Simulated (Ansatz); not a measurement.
System: GeF3 (charge 0, doublet). It need not be the lowest isomer of its formula. 
Geometry from a B3LYP-D3(BJ)/def2-TZVP (Ansatz, a quantum-chemistry and plane-wave program) optimisation:
```
Ge
F 1 1.7346
F 1 1.7346 2 106.47
F 1 1.7346 2 106.47 3 -113.30
```
Charge 0, spin multiplicity 2.

Computed values are from Ansatz. Valence correlation only, unless marked. Open shells are spin-unrestricted. No spin-orbit coupling. The frozen core is the preceding noble-gas configuration, with the filled d and f shells of earlier blocks. Non-relativistic. CBS(X,Y): correlation extrapolated as X^-3; Hartree-Fock from the larger set. [CCSD(T)-MP2]/basis is that difference in the basis named.

Task: What is the dipole moment at CCSD(T)/aug-cc-pVDZ?

Result: 2.33 D.

Task: What is the vertical electron affinity (to the singlet; negative means unbound) at RI-MP2/CBS(aug-cc-pVTZ,aug-cc-pVQZ)+[CCSD(T)-MP2]/aug-cc-pVDZ?

Result: 2.89 eV.

Task: What is the atomisation energy De at RI-MP2/CBS(cc-pVTZ,cc-pVQZ)+[CCSD(T)-MP2]/cc-pVTZ?

Result: 337.2 kcal/mol.

Task: What is the vertical ionisation energy (to the singlet) at RI-MP2/CBS(aug-cc-pVTZ,aug-cc-pVQZ)+[CCSD(T)-MP2]/aug-cc-pVDZ?

Result: 11.34 eV.

Task: What is the total energy at RI-MP2/CBS(cc-pVTZ,cc-pVQZ)+[CCSD(T)-MP2]/cc-pVTZ?

Result: -2374.9713 Eh.
